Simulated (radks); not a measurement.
Question: The mean radii <r> (bohr) of the occupied orbitals of an atom or ion are listed with their occupations. Method: scalar-relativistic Kohn-Sham, r2SCAN, spin-polarised, spherical densities, finite nucleus; meta-GGA in the generalised Kohn-Sham scheme; Fermi nuclear charge, rms radius of each element as measured or else 0.836 A^(1/3) + 0.57 fm; computed with a radial shooting solver on a logarithmic mesh with Libxc functionals.

orbital  occ.      <r>
1s down     1  0.06960
1s up       1  0.06960
2s up       1   0.3240
2s down     1   0.3238
2p up       3   0.2897
2p down     3   0.2894
3s up       1   0.9931
3s down     1   0.9944
3p up       3    1.057
3p down     3    1.058
3d up       1    1.252

Name the element and its charge. Open shells, if any, are filled with parallel spins first.

Answer: Z = 22, titanium, charge +3: Ti3+ in [Ar] 3d1. The 1s radius gives Z: for a bare nucleus <r> = (2 gamma + 1)/(2Z) with gamma = sqrt(1 - (Z/c)^2), 0.06759 bohr for Z = 22, and screening makes it slightly larger (0.06960 here). The occupations add up to 19, and the charge is Z minus that.
